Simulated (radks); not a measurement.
Results of a calculation; reference values are marked as such.
Ionisation of the rhodium ion Rh+, [Kr] 4d8, to Rh2+, [Kr] 4d7, under several functionals. Scalar-relativistic Kohn-Sham, spin-polarised, spherical densities, finite nucleus; open shells are filled with parallel spins first (spin-orbit coupling, left out, can overturn this in heavy ions); a radial shooting solver on a logarithmic mesh with Libxc functionals.

functional                               E(Rh+) (hartree)  Exc (hartree)  IE (eV)  -e(HOMO) (eV)  <r> HOMO (bohr)  IE error (eV)
LDA (Slater exchange, VWN5 correlation)       -4779.17121     -133.70125   18.884         13.195            1.561         +0.804
r2SCAN                                        -4784.45211     -138.87566   18.239         12.633            1.554         +0.159
OLYP                                          -4785.72297     -140.43673   18.415         12.704            1.552         +0.335
XLYP                                          -4784.81713     -139.39542   18.535         12.869            1.571         +0.455
B86b exchange with PBE correlation            -4784.39594     -138.99033   18.545         12.875            1.559         +0.465

NIST Atomic Spectra Database: 18.080 eV (semi-empirical). Closest: r2SCAN. The Delta-SCF values span 0.64 eV, the total energies 6.55 hartree. The highest occupied level is 4d. Open shells are spherical and high-spin; term and fine-structure splittings are not resolved.
